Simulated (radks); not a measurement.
The iodine ion I39+, 14 electrons, occupied as [Ne] 3s2 3p2. Method: scalar-relativistic Kohn-Sham, LDA (Slater exchange, Perdew-Wang correlation), spin-polarised, spherical densities, finite nucleus; open shells are filled with parallel spins first (spin-orbit coupling, left out, can overturn this in heavy ions); Fermi nuclear charge, rms radius 4.75 fm; computed with a radial shooting solver on a logarithmic mesh with Libxc functionals. Some entries of the table are withheld. Estimate them.

orbital  occ.  eigenvalue (Ry)  <1/r> (bohr^-1)
1s up       1        -2597.476            56.79
1s down     1        -2597.090            56.79
2s up       1        -541.8836            13.20
2s down     1        -541.5237            13.21
2p up       3        -505.5585            12.61
2p down     3        -505.1320            12.61
3s up       1        -213.9428              (1)
3s down     1        -212.7375              (2)
3p up       2              (3)            5.145
3p down     0              (4)            5.140
3d up       0        -189.4533              (5)
3d down     0        -188.3918              (6)
4s up       0        -112.7822            2.857
4s down     0        -112.3449            2.846

Answer. 
(1) 3s up <1/r> (bohr^-1): 5.347
(2) 3s down <1/r> (bohr^-1): 5.339
(3) 3p up eigenvalue (Ry): -202.6271
(4) 3p down eigenvalue (Ry): -201.4142
(5) 3d up <1/r> (bohr^-1): 4.918
(6) 3d down <1/r> (bohr^-1): 4.925
